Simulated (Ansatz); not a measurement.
Ideal-gas functions of CF3HfNO, SMILES `O=C=[N][Hf]([F])([F])[F]` at 400 K and 1 bar, from an Ansatz frequency run at PBE0-D4/def2-TZVP.

Molar mass 277.5 g/mol, point group C3v (symmetry number 3), electronic degeneracy 1, moments of inertia 181.346, 568.168, 568.171 u Å². Harmonic wavenumbers (cm⁻¹, unscaled): 50, 50, 162, 167, 167, 172, 172, 400, 652, 652, 657, 657, 667, 1476, 2368.

Use S(trans) = R[1.5 ln M + 2.5 ln T − 1.1517]; rotational temperatures θ = 24.2544 K / I; S(rot) = R[ln(√π/σ · √(T³/θAθBθC)) + 1.5]; for each mode x = 1.438777 ν̃/T, S = R[x/(eˣ − 1) − ln(1 − e⁻ˣ)] and H = RT x/(eˣ − 1); 1 cm⁻¹ = 0.0119627 kJ/mol; R = 8.31446 J/(mol·K).

Q: By hand: the entropy, in J/(mol·K).

A: Translation 185.1. Rotation: θ = 0.1337, 0.0427, 0.0427 K, giving 117.4. Vibration, mode by mode: 22.59, 22.59, 12.92, 12.68, 12.68, 12.44, 12.44, 5.97, 2.90, 2.90, 2.86, 2.86, 2.78, 0.26, 0.02, in all 128.9. Electronic 0.0. Sum 431.4 J/(mol·K).

Q: By hand: H − E and G − E in kJ/mol, counted from the electronic energy.

A: Zero-point energy ½ × 8469 × 0.0119627 = 50.7; thermal vibration 23.8; translation, rotation and pV give 4 RT = 13.3. H − E = 87.8 kJ/mol, and G − E = 87.8 − 400 × 431.4/1000 = -84.8 kJ/mol.

Vibration gives 30 % of the entropy, 45.2 J/(mol·K) of it from the modes under 150 cm⁻¹: soft modes count most, and the harmonic formula is weakest for them. The sum counts one conformer and one mirror image; others add a mixing term.
